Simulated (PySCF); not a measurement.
# Working out the ionisation energy of Ta

Ta [Xe] 4f14 5d3 6s2 (4F) → Ta⁺ [Xe] 4f14 5d3 6s1 (5F). All numbers are calculated (PySCF 2.14, a scalar-relativistic core potential, in aug-cc-pVDZ-PP with ECP60MDF (5s5p4d2f, 54 functions)). Frozen: 5s2 5p6. Energies in hartree (1 hartree = 27.21139 eV):

| part | Ta (lower) | Ta⁺ (upper) |
| --- | --- | --- |
| UHF | -56.740352 | -56.528667 |
| CCSD correlation | -0.077326 | -0.027294 |
| (T) | -0.003807 | -0.000219 |

Q: What does Hartree-Fock give?

A: (-56.528667) − (-56.740352) = 0.211685 hartree = 5.760 eV.

Q: What do CCSD and CCSD(T) give?

A: The CCSD correlation energies differ by 0.050032 hartree = 1.361 eV and the triples by 0.003588 hartree = 0.098 eV, so CCSD gives 7.121 eV and CCSD(T) 7.219 eV.

Measured between the centres of the two terms (NIST): 7.573 eV, so CCSD(T) (valence) is off by -0.354 eV.

A double-zeta basis recovers only part of the correlation energy.

What remains against the reference includes basis incompleteness, the frozen core and higher excitations.
